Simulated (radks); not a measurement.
Effect of the nuclear size on the germanium ion Ge3+, [Ar] 3d10 4s1. Method: Dirac Kohn-Sham, LDA (Slater exchange, Perdew-Wang correlation), spin-unpolarised, spherical densities, finite nucleus; Fermi nuclear charge, rms radius 4.0742 fm; computed with a radial shooting solver on a logarithmic mesh with Libxc functionals. The rms radius is varied about that value; shifts are against it.

| rms radius (fm) | total energy shift (eV) | density at nucleus (e/bohr^3) | 1s1/2 shift (meV) | 2s1/2 shift (meV) | 3s1/2 shift (meV) | 3p1/2 shift (meV) | 4s1/2 shift (meV) |
|---|---|---|---|---|---|---|---|
| 3.6627 | -0.0648 | 3.176e+04 | -27.6 | -2.69 | -0.406 | 0.035 | -0.043 |
| 3.789 | -0.0456 | 3.17e+04 | -19.4 | -1.89 | -0.286 | 0.024 | -0.030 |
| 4.0742 | 0 | 3.155e+04 | 0.000 | 0.000 | 0.000 | 0.000 | 0.000 |
| 4.4409 | 0.0632 | 3.138e+04 | 26.9 | 2.62 | 0.396 | -0.034 | 0.042 |
| 4.8198 | 0.134 | 3.122e+04 | 56.9 | 5.55 | 0.839 | -0.072 | 0.088 |

Slopes of the eigenvalues against <r^2> in GHz/fm^2, as finite differences over the two radii next to the reference (eigenvalue slopes, not the field-shift constants of lines): 1s1/2 2080, 2s1/2 203, 3s1/2 30.7, 3p1/2 -2.62, 4s1/2 3.23.
